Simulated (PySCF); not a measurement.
# Spin-rotation constants: `C=CC(=O)NC1CCC1`, C7H11NO

Geometry (Å), atoms numbered from 1 in this order:
```xyz
20

C     4.015   -0.102   -0.179
C     2.775   -0.543   -0.032
C     1.615    0.360   -0.243
O     1.723    1.530   -0.555
N     0.411   -0.241   -0.053
C    -0.841    0.441   -0.202
C    -1.881   -0.213   -1.134
C    -2.942   -0.048   -0.034
C    -1.837    0.321    0.968
H     4.185    0.925   -0.456
H     4.878   -0.729   -0.033
H     2.562   -1.567    0.245
H     0.375   -1.214    0.207
H    -0.604    1.472   -0.470
H    -1.647   -1.254   -1.346
H    -2.071    0.304   -2.071
H    -3.521   -0.937    0.204
H    -3.625    0.775   -0.228
H    -1.994    1.225    1.551
H    -1.584   -0.495    1.643
```

Method used: GIAO PBE0/pcSseg-1 magnetisability, rotational g tensor and spin-rotation constants, non-relativistic, gas phase (PySCF 2.14.0). Geometry: GFN2-xTB.

Q: Give the nuclear spin-rotation constants along the inertial axes (H = +C I·J) beside the isotropic shieldings.

A: Rotational constants 5.1916, 0.7460, 0.7275 GHz. A star marks the isotopologue with that one atom substituted, in its own axes.
```tsv
atom	isotope	Caa (kHz)	Cbb (kHz)	Ccc (kHz)	mean (kHz)	σ (ppm)
N5	14N	0.367	0.103	0.060	0.177	104.5
H10	1H	-0.429	0.070	-0.081	-0.146	24.8
H11	1H	0.133	-0.021	-0.085	0.009	25.7
H12	1H	-0.505	0.073	-0.090	-0.174	25.9
H13	1H	-0.592	0.062	-0.100	-0.210	27.0
H14	1H	-0.425	0.044	-0.077	-0.153	26.6
H15	1H	-0.565	0.000	-0.059	-0.208	29.9
H16	1H	-0.542	-0.027	-0.023	-0.197	29.1
H17	1H	-0.340	-0.010	-0.080	-0.143	30.0
H18	1H	-0.240	-0.020	-0.083	-0.114	29.9
H19	1H	-0.541	-0.033	-0.017	-0.197	29.1
H20	1H	-0.565	0.005	-0.064	-0.208	29.9
C1	13C*	1.960	0.352	0.082	0.798	49.5
C2	13C*	1.685	0.357	0.119	0.720	49.7
C3	13C*	2.650	0.261	0.164	1.025	23.4
O4	17O*	-2.428	-0.429	-0.001	-0.953	-28.9
C6	13C*	1.009	0.147	0.104	0.420	144.7
C7	13C*	0.676	0.136	0.131	0.314	153.9
C8	13C*	0.840	0.093	0.085	0.339	173.2
```
For the geometry as given, no vibrational averaging.
